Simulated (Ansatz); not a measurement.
Total energies of Sn3Cl8 from Ansatz at PBE-D4/def2-SVP, gas phase (1 Eh = 27.2114 eV = 2625.5 kJ/mol). The reference geometry is relaxed at r2SCAN-D4/def2-SVP.

```tsv
state	geometry	energy (Eh)
charge 0 singlet	reference	-4322.26525
charge 1 doublet	reference	-4321.92245
charge -1 doublet	reference	-4322.37447
free Sn atom (triplet)	–	-214.24400
free Cl atom (doublet)	–	-459.79702
```

In the def2 sets Sn takes a core potential; there is no spin–orbit coupling.

Task: Work out the vertical ionisation energy to the doublet.

Result: E(charge 1 doublet) − E(charge 0 singlet) = -4321.92245 − (-4322.26525) = 0.34280 Eh = 9.33 eV. For comparison, −ε of the highest occupied level is 7.38 eV at this level, 1.95 eV less.

Task: Work out the vertical electron affinity, to the doublet.

Result: E(charge 0 singlet) − E(charge -1 doublet) = -4322.26525 − (-4322.37447) = 0.10922 Eh = 2.97 eV. The basis lacks diffuse functions, which makes affinities too small.

Task: Give the fundamental gap IE − EA, the Mulliken electronegativity (IE + EA)/2 and the hardness (IE − EA)/2.

Result: From the values in Eh: IE − EA = 0.34280 − 0.10922 = 0.23358 Eh = 6.36 eV; (IE + EA)/2 = 6.15 eV; (IE − EA)/2 = 3.18 eV. The HOMO–LUMO gap of the same run is 2.45 eV, 3.91 eV smaller than the fundamental gap.

Task: What is the binding energy per atom against free atoms?

Result: Atoms: 3 × (-214.24400) + 8 × (-459.79702) = -4321.10816 Eh. Binding: -4321.10816 − (-4322.26525) = 1.15709 Eh = 31.49 eV, or 2.86 eV for each of 11 atoms (no zero-point energy, no counterpoise term).
